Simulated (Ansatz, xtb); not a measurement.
**Two structures of C5H3NOS**

We compare X, a singlet given by its coordinates, with Y, `C#CC1=NSC(=O)C1`, a singlet. Both are isolated molecules in the gas phase, relaxed with PBE-D3(BJ)/def2-SVP.

X (Å):

```xyz
11

C    -1.1988    3.6900    0.6343
C    -0.4871    2.8770    0.0571
C     0.3328    1.9403   -0.6316
C     1.1666    0.9907   -0.0535
C     1.8935    0.1585   -0.9773
N     0.3308    1.9394   -2.0000
O     2.6858   -0.7450   -0.8355
S     1.3520    0.7715   -2.7155
H    -1.8232    4.4033    1.1552
H     1.2835    0.8607    1.0276
H    -0.2340    2.5783   -2.5598
```

Close contacts (Å): C1–C2 1.22, C2–C3 1.42, C3–C4 1.39, C3–N6 1.37, C4–C5 1.44, C5–O7 1.21, C5–S8 1.92, N6–S8 1.71, C1–H9 1.08, C4–H10 1.10, N6–H11 1.02.

Y (Å):

```xyz
11

C    -1.4394    3.8732    0.0010
C    -0.8273    2.8265   -0.1792
C    -0.0558    1.6516   -0.4141
C     1.8909    0.3179   -1.0955
C     1.3453    1.7391   -0.9623
N    -0.5493    0.4667   -0.1580
O     2.9746   -0.0291   -1.4962
S     0.5458   -0.7915   -0.5136
H    -1.9976    4.7845    0.1677
H     2.0159    2.3285   -0.3009
H     1.3742    2.2369   -1.9552
```

Quicker runs give these differences E(Y) − E(X): GFN2-xTB +0.119 eV; HF/STO-3G −0.642 eV (at GFN2-xTB geometries); r2SCAN-D4/def2-SVP +0.262 eV (at GFN2-xTB geometries).

Question: Estimate E(Y) − E(X) at the level CCSD(T)/def2-SVP + ΔMP2/def2-TZVPP.

Answer: Calculated at CCSD(T)/def2-SVP + ΔMP2/def2-TZVPP: E(Y) − E(X) = −0.045 eV, so structure Y lies lower.

How the difference moves with the method:

```tsv
level	geometry	E(Y) − E(X) (eV)	departure from the last row (eV)	job, with rough time for the two
GFN2-xTB	GFN2-xTB	+0.119	+0.164	optimisation, 0.74 s
HF/STO-3G	GFN2-xTB	−0.642	−0.596	single point, 2.3 s
r2SCAN-D4/def2-SVP	GFN2-xTB	+0.262	+0.307	single point, 11 s
PBE-D3(BJ)/def2-SVP	PBE-D3(BJ)/def2-SVP	+0.227	+0.272	optimisation, 80 s
HF/def2-SVP	PBE-D3(BJ)/def2-SVP	+0.040	+0.086	part of the CCSD(T) run
MP2/def2-SVP	PBE-D3(BJ)/def2-SVP	+0.058	+0.103	part of the CCSD(T) run
CCSD(T)/def2-SVP	PBE-D3(BJ)/def2-SVP	−0.049	−0.003	single point
CCSD(T)/def2-SVP + ΔMP2/def2-TZVPP	PBE-D3(BJ)/def2-SVP	−0.045		single point, 3.3 min
```

GFN2-xTB, r2SCAN-D4/def2-SVP, PBE-D3(BJ)/def2-SVP, HF/def2-SVP, MP2/def2-SVP put the two in the other order. The largest departure from CCSD(T)/def2-SVP + ΔMP2/def2-TZVPP is that of HF/STO-3G, 0.596 eV. The last row adds to CCSD(T) the change of the MP2 difference between the two basis sets, here +0.003 eV.

With thermal terms from frequencies at re-optimised GFN2-xTB minima (ideal gas, soft modes damped towards free rotors, one conformer each, 298.15 K, 1 atm): the zero-point term adds −0.005 eV; ΔH is −0.057 and ΔG −0.047 eV.

The T1 diagnostic of structure X is large, so the coupled-cluster value is less sure. The correlated steps freeze 12 core orbitals. Programs: Ansatz 0.2.0, xtb 6.7.1; the last row on 2 threads of Intel(R) Xeon(R) Processor @ 2.50GHz (Skylake/Cascade Lake) on a shared host.
